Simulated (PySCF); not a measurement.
H$_{8}$N$_{4}$Si (SMILES N[Si](N)(N)N), singlet, geometry from GFN2-xTB; PBE0/6-31G, polarisability in PySCF.

Here is a job for PySCF.
```python
from pyscf import gto, scf, dft
from pyscf.prop import polarizability

mol = gto.M(
    atom='''
N    -0.15253896   -1.70921648    0.25708827
Si    0.00000000   -0.00000000   -0.00000000
N     1.59519327    0.47038710   -0.49485137
N    -0.45300110    0.65917283    1.53982618
N    -0.98965322    0.57965654   -1.30206309
H    -0.01335237   -2.29735510   -0.54862781
H    -0.97514809   -2.01741192    0.74926880
H     2.35522297    0.15628835    0.08665975
H     1.83216145    0.30725579   -1.45981051
H    -0.35644693    1.65610039    1.64599159
H    -0.07019741    0.20471863    2.35274967
H    -0.78681595    1.50543750   -1.64220796
H    -1.98542366    0.48496636   -1.18402352
''',
    basis='6-31g',
    verbose=4,
)

mf = dft.RKS(mol)
mf.xc = 'pbe0'
mf.kernel()
alpha = mf.Polarizability().polarizability()[2, 2]
print('alpha_zz =', alpha)
```

**Question.** What does PySCF print? Leave out banner, timings and long lists.

**Answer.** 
```
site-packages/pyscf/prop/efg/rhf.py:45: UserWarning: Module EFG is under testing
  warnings.warn('Module EFG is under testing')
site-packages/pyscf/prop/efg/dhf.py:30: UserWarning: Module EFG is under testing
  warnings.warn('Module EFG is under testing')
site-packages/pyscf/prop/zfs/uhf.py:40: UserWarning: Module ZFS is under testing
  warnings.warn('Module ZFS is under testing')
site-packages/pyscf/prop/gtensor/uhf.py:43: UserWarning: Module g-tensor is under testing
  warnings.warn('Module g-tensor is under testing')
site-packages/pyscf/prop/gtensor/uks.py:41: UserWarning: Module g-tensor is under testing
  warnings.warn('Module g-tensor is under testing')
site-packages/pyscf/prop/hfc/uks.py:35: UserWarning: Module HFC is under testing
  warnings.warn('Module HFC is under testing')
site-packages/pyscf/prop/magnetizability/rhf.py:39: UserWarning: Module magnetizability is under testing
  warnings.warn('Module magnetizability is under testing')
site-packages/pyscf/prop/magnetizability/uhf.py:37: UserWarning: Module magnetizability is under testing
  warnings.warn('Module magnetizability is under testing')
site-packages/pyscf/prop/magnetizability/rks.py:37: UserWarning: Module magnetizability is under testing
  warnings.warn('Module magnetizability is under testing')
site-packages/pyscf/prop/magnetizability/uks.py:39: UserWarning: Module magnetizability is under testing
  warnings.warn('Module magnetizability is under testing')
site-packages/pyscf/prop/polarizability/uhf.py:34: UserWarning: Module polarizability is under testing
  warnings.warn('Module polarizability is under testing')
site-packages/pyscf/prop/polarizability/rks.py:29: UserWarning: Module polarizability is under testing
  warnings.warn('Module polarizability is under testing')
site-packages/pyscf/prop/polarizability/uks.py:29: UserWarning: Module polarizability is under testing
  warnings.warn('Module polarizability is under testing')
PySCF version 2.14.0

[INPUT] verbose = 4
[INPUT] num. atoms = 13
[INPUT] num. electrons = 50
[INPUT] charge = 0
[INPUT] spin (= nelec alpha-beta = 2S) = 0
[INPUT] symmetry False subgroup None
[INPUT] Mole.unit = angstrom
[INPUT] Symbol           X                Y                Z      unit          X                Y                Z       unit  Magmom
[...]
nuclear repulsion = 260.794088843782
number of shells = 43
number of NR pGTOs = 166
number of NR cGTOs = 65
basis = 6-31g
ecp = {}

******** <class 'pyscf.dft.rks.RKS'> ********
method = RKS
initial guess = minao
damping factor = 0
level_shift factor = 0
DIIS = <class 'pyscf.scf.diis.CDIIS'>
diis_start_cycle = 1
diis_space = 8
diis_damp = 0
SCF conv_tol = 1e-09
SCF conv_tol_grad = None
SCF max_cycles = 50
direct_scf = True
direct_scf_tol = 1e-13
XC library pyscf.dft.libxc version 7.1.2
    S. Lehtola, C. Steigemann, M. J. T. Oliveira, and M. A. L. Marques,  SoftwareX 7, 1–5 (2018)
XC functionals = pbe0
    C. Adamo and V. Barone,  J. Chem. Phys. 110, 6158 (1999)
    M. Ernzerhof and G. E. Scuseria,  J. Chem. Phys. 110, 5029 (1999)
radial grids:
    Treutler-Ahlrichs [JCP 102, 346 (1995); DOI:10.1063/1.469408] (M4) radial grids

becke partition: Becke, JCP 88, 2547 (1988); DOI:10.1063/1.454033
pruning grids: <function nwchem_prune>
grids dens level: 3
symmetrized grids: False
atomic radii adjust function: <function treutler_atomic_radii_adjust>
small_rho_cutoff = 0
Set gradient conv threshold to 3.16228e-05
Initial guess from minao.
tot grids = 153256
init E= -513.372618418771
[...]
cycle= 1 E= -512.785017191177  delta_E= 0.588  |g|= 0.738  |ddm|= 3.26
[...]
cycle= 2 E= -512.730873942657  delta_E= 0.0541  |g|= 0.892  |ddm|= 1.42
[...]
cycle= 3 E= -512.907474935035  delta_E= -0.177  |g|= 0.0152  |ddm|= 0.771
[...]
cycle= 4 E= -512.90753014996  delta_E= -5.52e-05  |g|= 0.000991  |ddm|= 0.0203
[...]
cycle= 5 E= -512.907530554453  delta_E= -4.04e-07  |g|= 0.000414  |ddm|= 0.00355
[...]
cycle= 6 E= -512.907530619479  delta_E= -6.5e-08  |g|= 4.48e-05  |ddm|= 0.000966
[...]
cycle= 7 E= -512.907530620591  delta_E= -1.11e-09  |g|= 5.69e-06  |ddm|= 0.000162
[...]
cycle= 8 E= -512.907530620603  delta_E= -1.21e-11  |g|= 1.69e-06  |ddm|= 2e-05
[...]
Extra cycle  E= -512.907530620605  delta_E= -1.14e-12  |g|= 2.32e-06  |ddm|= 3.54e-06
converged SCF energy = -512.907530620605
Isotropic polarizability 42.93494228
Polarizability anisotropy 1.54507890129
alpha_zz = 43.93295892829954
```
